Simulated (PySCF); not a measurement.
B (boron, neutral): UHF calculation

Configuration: [He] 2s1 2p2, high-spin 4P determinant (an excited configuration). Computed with PySCF 2.14 in aug-cc-pVQZ-DK (6s5p4d3f2g, 80 functions), with the spin-free X2C one-electron Hamiltonian (Gaussian nucleus).

```json
{
 "Total energy": "-24.459011 hartree",
 "One-electron energy": "-32.2014 hartree",
 "Hartree (Coulomb) energy": "11.6338 hartree",
 "Exchange energy": "-3.8914 hartree",
 "⟨S²⟩": "3.7500",
 "⟨L²⟩": "2.013",
 "Sum of ⟨r⟩": "6.771 bohr",
 "Sum of ⟨r²⟩": "15.72 bohr²",
 "Traceless quadrupole moment −½Σ⟨3z² − r²⟩ along its main axis": "2.45 e·bohr²",
 "Langevin diamagnetic susceptibility": "-12.4 ×10⁻⁶ cm³/mol"
}
```

```
shell  electrons  mean orbital energy (eV)  rms radius, mean of both spins (bohr)
 1s α          1                   -209.96                                  0.379
 1s β          1                   -207.99                                  0.379
 2s α          1                   -17.532                                   2.08
 2p α          2                    -9.697                                   2.36
```

Spin-orbit constants ζ (cm⁻¹) from the X2C one-electron operator on these orbitals: bare nucleus, nucleus screened by l(l+1)(2l+1)/3 electrons, and screened by the Breit-Pauli mean field of the electrons.

```csv
shell,bare,screened nucleus,mean field
2p,23.62,14.17,10.48
```

To first order the Landé constant is A = 3.493 cm⁻¹, so the lowest level has J = 1/2 and lies 0.00108 eV below the centre of the term. This holds in LS coupling only.
